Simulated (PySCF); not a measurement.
# Electron correlation in Eu (europium, neutral)

[Xe] 4f7 5d1 6s1, high-spin 10D determinant (an excited configuration). Computed with PySCF 2.14 in x2c-TZVPPall (11s7p7d4f2g, 113 functions), with scalar relativity by spin-free X2C-1e. Frozen: [Ar] 3d10; 35 electrons correlated.

MP2 pair energies summed by pair of shells (mhartree):

```tsv
pair	energy	share (%)
4d-4f	-257.16	21.2
4d-4d	-167.95	13.8
4f-5p	-146.38	12.1
4f-4f	-137.83	11.4
5p-5p	-113.01	9.3
4d-5p	-84.81	7.0
4p-4d	-51.67	4.3
5s-5p	-33.33	2.7
4f-5s	-32.38	2.7
4d-5s	-28.43	2.3
4p-4f	-28.37	2.3
5p-5d	-20.58	1.7
4s-4d	-17.71	1.5
5p-6s	-14.59	1.2
4p-4p	-13.48	1.1
4s-4f	-10.70	0.9
4p-5p	-9.64	0.8
4f-5d	-9.32	0.8
5s-5s	-5.92	0.5
4p-5s	-5.47	0.5
4s-4p	-5.45	0.4
4f-6s	-5.10	0.4
4d-5d	-3.14	0.3
5d-6s	-2.54	0.2
5s-5d	-2.47	0.2
4d-6s	-1.75	0.1
4s-4s	-1.59	0.1
4s-5p	-1.04	0.1
4s-5s	-0.87	0.1
5s-6s	-0.72	0.1
```

Total MP2 correlation energy: -1214.0 mhartree.

Same-spin part -520.09 and opposite-spin part -693.86 mhartree; SCS-MP2 scales them by 1/3 and 6/5 to -1006.0 mhartree.

This basis was not built for core-valence correlation, so the inner-shell part is incomplete.
